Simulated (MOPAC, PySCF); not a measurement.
C5H12, SMILES `C(CCC)C` (C–C–C–C torsion -180°, C–C–C–C torsion 180°), neutral singlet in the gas phase. 

Cartesian coordinates (Å):
SMILES: CCCCC
```xyz
17

C     -2.4716     0.6852     0.1257
C     -1.2406     0.0121     0.7260
C      0.0005     0.1374    -0.1540
C      1.2388    -0.5323     0.4363
C      2.4726    -0.4004    -0.4520
H     -3.3429     0.5802     0.7749
H     -2.2987     1.7530    -0.0295
H     -2.7241     0.2486    -0.8438
H     -1.0289     0.4452     1.7091
H     -1.4513    -1.0481     0.9008
H      0.2128     1.1983    -0.3301
H     -0.2097    -0.2957    -1.1388
H      1.0249    -1.5918     0.6115
H      1.4473    -0.0985     1.4198
H      3.3418    -0.8876    -0.0062
H      2.3018    -0.8549    -1.4310
H      2.7273     0.6494    -0.6168
```
Charge 0, spin multiplicity 1.

All levels are single points at this geometry (B3LYP-D3(BJ)/def2-TZVP); Pople sets use spherical d functions. Orbital energies aren't observables, and empty levels follow the basis.

HF/6-31G* in PySCF gives dipole (D) = 0.06.

Problem. Estimate the dipole (D) from each of these levels: B3LYP-D3(BJ)/def2-TZVP in PySCF; PBE-D3(BJ)/def2-TZVP in PySCF; B3LYP/6-311+G** in PySCF; B3LYP/6-31G* in PySCF; PBE/6-31G* in PySCF; HF/3-21G in PySCF; HF/STO-3G in PySCF; PM6 in MOPAC.

Solution. 
```json
[
 {"level": "B3LYP-D3(BJ)/def2-TZVP in PySCF", "dipole (D)": "0.09"},
 {"level": "PBE-D3(BJ)/def2-TZVP in PySCF", "dipole (D)": "0.09"},
 {"level": "B3LYP/6-311+G** in PySCF", "dipole (D)": "0.09"},
 {"level": "B3LYP/6-31G* in PySCF", "dipole (D)": "0.06"},
 {"level": "PBE/6-31G* in PySCF", "dipole (D)": "0.05"},
 {"level": "HF/3-21G in PySCF", "dipole (D)": "0.04"},
 {"level": "HF/STO-3G in PySCF", "dipole (D)": "0.02"},
 {"level": "PM6 in MOPAC", "dipole (D)": "0.08"}
]
```
